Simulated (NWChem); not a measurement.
## Tetragonal strain in MgS (rocksalt structure): splitting of valleys and valence bands

The numbers come from NWChem runs, not from measurements. Level: PBE, Troullier-Martins pseudopotentials (valence charges S 6, Mg 2), cutoff 25 Ha, shifted 4×4×4 mesh, two-atom cell, no spin-orbit coupling. The cubic cell (a = 5.201 Å, near this level's equilibrium) is stretched by 1 + δ along x and y and by (1 + δ)^−2 along z, at constant volume; symmetry keeps the atoms on their sites. The table gives the lowest empty level on the line to X along z less that along x, and the single valence level at Γ less the pair from which it splits.

| δ | ε_zz − ε_xx | valley splitting (eV) | valence splitting (eV) |
|---|---|---|---|
| -0.020 | 0.0612 | 0.329 | 0.231 |
| -0.010 | 0.0303 | 0.159 | 0.125 |
| -0.005 | 0.0151 | 0.078 | 0.065 |
| 0.005 | -0.0149 | -0.075 | -0.068 |
| 0.010 | -0.0297 | ? | ? |
| 0.020 | -0.0588 | -0.282 | -0.287 |

Task: The valley splitting goes as Ξᵤ(ε_zz − ε_xx) and, without spin-orbit coupling, the valence splitting as 3b(ε_zz − ε_xx). Fit both through zero and predict the withheld row.

Result: Ξᵤ ≈ 5.1 eV and 3b ≈ 4.3 eV, so b ≈ 1.4 eV; the rows leave the lines by up to 0.035 eV. Predicted against computed: valley -0.152 against -0.147 eV, valence -0.127 against -0.139 eV.
